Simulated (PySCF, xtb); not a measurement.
C4H6BF, SMILES CCB(C#C)F.

GFN2-xTB in xtb at its own geometry gives an orbital gap of 4.05 eV and a dipole moment of 1.53 D.

Geometry optimised at PBE-D3(BJ)/def2-SVP. The structure was generated by enumeration, and PubChem lists no compound with its InChIKey, so it may never have been made. Other conformers were not sampled.

Task: What does PySCF with CAM-B3LYP/def2-TZVP give? (An estimate is asked for; the answer gives what the named calculation found.)

Result: gap 9.25 eV (levels -9.70 and -0.45 eV), dipole 1.64 D.
